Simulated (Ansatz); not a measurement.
Species: C2H6BO, net charge 0, doublet state. It need not be the lowest isomer of its formula. 
Coordinates optimised at B3LYP-D3(BJ)/def2-TZVP (Ansatz, a first-principles code):
```xyz
10

B     -0.8636     0.1017    -0.5405
C     -1.3185    -1.0129     0.4648
O      0.3193     0.7035    -0.6195
C      1.4502     0.4430     0.2303
H     -1.2322    -0.6540     1.4977
H     -0.6740    -1.8958     0.3744
H     -2.3469    -1.3333     0.3080
H      1.6975     1.3616     0.7608
H      1.2393    -0.3505     0.9475
H      2.2896     0.1544    -0.4009
```
Charge 0, spin multiplicity 2.

Parts of the frozen-core correlation energy in cc-pwCVTZ (Ansatz, hartree). Frozen orbitals: 4; correlated occupied orbitals by spin: 12 and 11; virtual: 240 and 241. Open shells are spin-unrestricted. Spin-orbit coupling is left out. No relativistic terms.

```json
[
 {"term": "reference (HF)", "value": "-178.82593"},
 {"term": "MP2 opposite-spin", "value": "-0.51943"},
 {"term": "MP2 same-spin", "value": "-0.15597"},
 {"term": "CCSD correlation", "value": "-0.70930"},
 {"term": "(T)", "value": "-0.02766"},
 {"term": "T1 diagnostic", "value": "0.014"},
 {"term": "largest doubles amplitude", "value": "0.021"},
 {"term": "<S^2> of the reference", "value": "0.754"}
]
```
